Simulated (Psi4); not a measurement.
propyne (C$_{3}$H$_{4}$), singlet, at a GFN2-xTB geometry. Base run: BLYP/STO-3G run with Psi4.

Psi4 was given this input:
```
memory 2 GB

molecule {
0 1
  C     0.00251601   -0.00427449    0.21384286
  C    -0.01028846   -0.01351722    1.40987627
  C     0.00901665    0.01179166   -1.23156806
  H    -0.03481017   -0.01436157    2.45813969
  H    -0.01568984    1.04063331   -1.59024389
  H     0.90833899   -0.47377787   -1.60942938
  H    -0.86530420   -0.51649354   -1.61137288
}

set basis sto-3g

energy('blyp')
print_variables()
```

The base run was repeated with changes; each row names its change, and settings that it needs were set with it.

```csv
change,ΔE vs base (µEh),SCF cycles,grid points,basis functions
base,0.0,7,150032,19
dft_spherical_points = 110,47.0,7,54635,19
cholesky_tolerance = 1e-6 (with scf_type cd),916,7,150032,19
diis_max_vecs = 15,0.0,7,150032,19
dft_pruning_scheme = robust,0.0,7,102902,19
basis_guess = sto-3g,0.0,1,150032,19
cholesky_tolerance = 1e-3 (with scf_type cd),115,7,150032,19
puream = true,0.0,7,150032,19
scf_type = disk_df,0.0,7,150032,19
scf_initial_accelerator = none,0.0,7,150032,19
scf_type = direct,916,11,150032,19
e_convergence = 1e-4,0.0,7,150032,19
guess = core,0.0,13,150032,19
```
